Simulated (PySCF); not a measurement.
How methods differ on the excitation energy of Si

Si [Ne] 3s2 3p2 (3P) → Si [Ne] 3s1 3p2 4s1 (5P), as a difference of total energies. All numbers are calculated (PySCF 2.14, no relativity, point nucleus, in aug-cc-pV(T+d)Z). Correlated levels: valence: [Ne] frozen. The calculations carry no spin-orbit coupling.

```tsv
method	excitation energy (eV)
UHF	8.603
MP2 (valence)	9.710
SCS-MP2 (valence)	10.074
CCSD (valence)	9.989
CCSD(T) (valence)	10.047
```

How much does correlation contribute at CCSD(T) (valence)?

10.047 − (8.603) = 1.444 eV, measured against UHF.

The upper state lies above the first ionisation limit, but in LS coupling its spin forbids autoionisation to the ground ion. A Rydberg-like electron needs more diffuse functions than a valence basis has.

The promoted electron is Rydberg-like, and one or two diffuse shells describe it only roughly, which tends to raise the upper state.
